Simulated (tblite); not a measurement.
C5H12Si2 (charge +1 and doublet state).
Atom-mapped SMILES: `[CH3:1][CH+:2][CH:3][CH:4]1[SiH2:5][CH2:6][SiH2:7]1` (hydrogens: H8, H9, H10 on C1; H11 on C2; H12 on C3; H13 on C4; H14, H15 on Si5; H16, H17 on C6; H18, H19 on Si7)

Computed geometry: GFN2-xTB, gas phase. This method treats the open shell by occupation alone, without spin polarisation.

**Question.** What internal coordinates does the optimisation give?

**Answer.** 
```csv
bond,length (Å),order
C1–C2,1.467,single
C2–C3,1.365,single
C3–C4,1.418,single
C4–Si5,2.161,single
Si5–C6,1.888,single
C6–Si7,1.943,single
C4–Si7,1.932,single
"C1–H8, C1–H9, C1–H10",1.090,single
C2–H11,1.083,single
C3–H12,1.083,single
C4–H13,1.088,single
"Si5–H14, Si7–H19",1.457,single
"Si5–H15, Si7–H18",1.457,single
C6–H16,1.087,single
C6–H17,1.088,single
```

Bonds in one row agree within 0.01 Å and their mean is given. Orders are formal, as drawn. A selection of angles:
```csv
angle,degrees
C2–C1–H8,112.4
C2–C1–H9,110.0
H8–C1–H9,109.4
H9–C1–H10,105.1
C1–C2–C3,124.6
C1–C2–H11,116.6
C3–C2–H11,118.8
C2–C3–C4,124.3
C2–C3–H12,118.1
C4–C3–H12,117.6
C3–C4–Si5,108.4
C3–C4–Si7,122.6
C3–C4–H13,112.2
Si5–C4–Si7,88.7
Si5–C4–H13,103.7
Si7–C4–H13,116.0
C4–Si5–C6,84.5
C4–Si5–H14,102.6
C4–Si5–H15,105.9
C6–Si5–H14,121.3
C6–Si5–H15,119.1
H14–Si5–H15,114.5
Si5–C6–Si7,96.8
Si5–C6–H16,114.2
Si5–C6–H17,113.5
H16–C6–H17,106.3
C6–Si7–H18,112.7
C6–Si7–H19,114.3
C4–Si7–C6,89.6
C4–Si7–H18,110.5
C4–Si7–H19,110.0
H18–Si7–H19,116.5
```

Torsions: C1–C2–C3–C4 178° (antiperiplanar); C2–C3–C4–Si5 104° (anticlinal); C3–C4–Si5–C6 129° (anticlinal); C4–Si5–C6–Si7 -5° (synperiplanar); Si5–C6–Si7–C4 5° (synperiplanar); C3–C4–Si7–C6 -116° (anticlinal). The mirror-image conformer, all signs reversed, is as good.

The C–Si distances run from 1.888 Å (Si5–C6, drawn single) to 2.161 Å (C4–Si5, drawn single), a spread of 0.273 Å. C3 (carbon bonded to 2 C and H) is planar (angles 124.3°, 118.1° and 117.6°, sum 360.0°, 0.00 Å off the plane of its three neighbours). The 3 C–C bonds span 1.365 Å (C2–C3, drawn single) to 1.467 Å (C1–C2, drawn single), a spread of 0.102 Å. Si5 (silicon bonded to 2 C and 2 H) has angles from 84.5° to 121.3°. The 4-membered ring C4–Si5–C6–Si7 has internal angles of 84.5° to 96.8° (sum 360°, against 360° for a flat polygon); it is slightly puckered (a soft mode that the optimisation may not have finished), 0.04 Å rms from its mean plane, widest ring torsion 5°. C2 (carbon bonded to 2 C and H) is planar (angles 124.6°, 118.8° and 116.6°, sum 360.0°, 0.01 Å off the plane of its three neighbours). Of the pairs four or more bonds apart, H11···H13 is among the closest relative to their van der Waals radii: 2.39 Å, 99 % of the sum of Bondi's values.

Point group: C1 (no symmetry element, even within 0.4 Å). Its GFN2-xTB frequencies are all real (lowest 44 cm⁻¹).
